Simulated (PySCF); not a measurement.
## Static response to an electric field

Compound: PSb3SSS nortricyclane, PS₃Sb₃.
Geometry (PBE0-D3(BJ)/def2-SVP, Å), atoms numbered from 1 in this order:
```
atom  x, y, z in Å
P1     0.5759    1.6517   -0.1169
S2    -0.5198    1.2504    1.6243
Sb3   -1.1809   -1.1141    1.5313
Sb4    1.0898   -1.9771    0.0320
S5     2.1290    0.2418   -0.1229
Sb6   -1.3185   -1.2489   -1.3178
S7    -0.6836    1.0940   -1.6985
```

Level: wB97X-D/def2-SVPD (PySCF), static field, nuclei fixed, core orbitals frozen in the response. The polarisability tensor in these axes (au):

```
x   205.36   2.77  -0.14
y     2.77 212.81  -0.58
z    -0.14  -0.58 204.49
```

Question: Give the principal values, the mean and the anisotropy Δα = √{½[(α1 − α2)² + (α2 − α3)² + (α1 − α3)²]}.

Answer: Principal values 204.39, 204.50 and 213.77 au; mean 207.55 au = 30.76 Å³ = 34.22 × 10⁻⁴⁰ C²·m²/J; Δα = 9.32 au (4 % of the mean).

Question: What is the dipole moment, and where does it point?

Answer: (-1.29, -3.82, 0.24) D, 4.04 D in size, pointing from the negative to the positive side. Measured along this direction, the outermost atoms are P1 at the negative end and Sb4, Sb3 and Sb6 at the positive end.

Question: Molar refractivity from α?

Answer: Lorentz–Lorenz: R = (4π/3)N_A α = 2.5225 cm³/(mol·Å³) × 30.76 Å³ = 77.6 cm³/mol, in the limit of long wavelengths.

Question: How large is μ²/3kT at 400 K beside α?

Answer: In Gaussian units μ²/3kT = 98.36 Å³ against 30.76 Å³, a ratio of 3.20; the Debye molar polarisation (4π/3)N_A(α + μ²/3kT) is 325.7 cm³/mol, leaving out the vibrational part.

Question: Rayleigh depolarisation ratio (linearly polarised light, static tensor)?

Answer: ρ = 3Δα²/(45ᾱ² + 4Δα²) = 260.8/(1938524 + 347.8) = 0.000135.

Question: Find the Langevin capture rate constant for NH4+ (18.034 u) meeting this molecule (489.601 u), k = 2.342 × 10⁻⁹ cm³/s × √(α in Å³ / reduced mass in u).

Answer: The reduced mass is 17.39 u, so k = 3.11 × 10⁻⁹ cm³/s. The formula leaves out the permanent dipole, which adds to the capture rate.

Geometry: PBE0-D3(BJ)/def2-SVP, one conformer, isolated molecule. Atoms past krypton carry effective core potentials; spin–orbit coupling is left out.

The run behind these numbers computed excited states and ΔSCF ions as well. Time: 2.6 min of wall time (with the writing of density and orbital grids); peak memory 1.2 GiB. Hardware: AMD EPYC 9R45, one thread, shared host.
